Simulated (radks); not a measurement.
Results of a calculation; reference values are marked as such.
The bromine ion Br2+, configuration [Ar] 3d10 4s2 4p3. Level of theory: scalar-relativistic Kohn-Sham, exchange-only PBE, spin-polarised, spherical densities, finite nucleus; open shells are filled with parallel spins first; Fermi nuclear charge, rms radius 4.1629 fm (a radial shooting solver on a logarithmic mesh with Libxc functionals). Some entries of the table are withheld. Estimate them.

| orbital | occ. | eigenvalue (hartree) | <1/r> (bohr^-1) |
|---|---|---|---|
| 1s up | 1 | -490.3156 | 35.66 |
| 1s down | 1 | -490.3074 | 35.66 |
| 2s up | 1 | -64.52935 | 7.897 |
| 2s down | 1 | -64.52516 | 7.897 |
| 2p up | 3 | -57.02086 | 7.730 |
| 2p down | 3 | -57.01327 | 7.729 |
| 3s up | 1 | -9.57428 | 2.593 |
| 3s down | 1 | -9.56290 | 2.594 |
| 3p up | 3 | -7.20410 | 2.440 |
| 3p down | 3 | -7.19099 | 2.442 |
| 3d up | 5 | (1) | 2.151 |
| 3d down | 5 | (2) | 2.159 |
| 4s up | 1 | -1.54941 | (3) |
| 4s down | 1 | -1.41012 | (4) |
| 4p up | 3 | -1.05127 | 0.7055 |
| 4p down | 0 | -0.91255 | 0.6969 |

Answer. 
(1) 3d up eigenvalue (hartree): -3.28401
(2) 3d down eigenvalue (hartree): -3.26628
(3) 4s up <1/r> (bohr^-1): 0.8309
(4) 4s down <1/r> (bohr^-1): 0.8384
